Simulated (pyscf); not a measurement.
C₆H₅ (SMILES [c]1ccccc1), doublet

Gas-phase minimum from PySCF at ωB97X-D3(BJ)/def2-SVP, one conformer. Other isomers of cyclic C₆H₅ (SMILES [c]1ccccc1) [doublet] were not searched in full and may lie lower. 

```xyz
11

C      0.1489    -0.3668     1.0976
C     -0.3765    -1.5520     0.6269
C     -1.0207    -1.4998    -0.6188
C     -1.1063    -0.2919    -1.3177
C     -0.5534     0.8779    -0.7881
C      0.0961     0.8528     0.4557
H     -0.3018    -2.4900     1.1852
H     -1.4568    -2.4101    -1.0420
H     -1.6103    -0.2619    -2.2876
H     -0.6256     1.8186    -1.3429
H      0.5335     1.7603     0.8828
```
Charge 0, spin multiplicity 2.

Bond lengths (Å): C1–C2 1.379, C1–C6 1.379, C2–C3 1.403, C2–H7 1.094, C3–C4 1.398, C3–H8 1.094, C4–C5 1.398, C4–H9 1.093, C5–C6 1.403, C5–H10 1.094, C6–H11 1.094. Bond angles (°): C2–C1–C6 125.9, C1–C2–C3 116.5, C1–C2–H7 122.4, C3–C2–H7 121.1, C2–C3–C4 120.3, C2–C3–H8 119.7, C4–C3–H8 120.1, C3–C4–C5 120.6, C3–C4–H9 119.7, C5–C4–H9 119.7, C4–C5–C6 120.3, C4–C5–H10 120.1, C6–C5–H10 119.7, C1–C6–C5 116.5 (the first ones only).

Properties at ωB97X-D3(BJ)/def2-SVP:

- Harmonic wavenumbers, unscaled: 408, 434, 601, 620, 690, 738, 841, 922, 985, 1005, 1036, 1044, 1062, 1083, 1167, 1171, 1304, 1334, 1480, 1493, 1641, 1693, 3203, 3208, 3219, 3222, 3232 cm⁻¹
- Zero-point energy: 55.5 kcal/mol
- Rotational symmetry number: 2
- Entropy of this conformer at 298 K and 1 atm, rigid rotor and harmonic oscillator, modes under 100 cm⁻¹ raised to 100: 287.4 J/(mol K)
- Dipole moment: 0.86 D
- Spin expectation value S2: 0.759

Single-point totals, which compare only within one level:

```tsv
level	total energy (hartree)
ωB97X-D3(BJ)/def2-TZVP	-231.74764
PBE/def2-TZVP	-231.33729
r²SCAN/def2-TZVP	-231.50845
B3LYP-D3(BJ)/def2-TZVP	-231.66570
PBE0-D3(BJ)/def2-TZVP	-231.36839
M06-2X/def2-TZVP	-231.53800
ωB97M-D3(BJ)/def2-TZVP	-231.71297
```
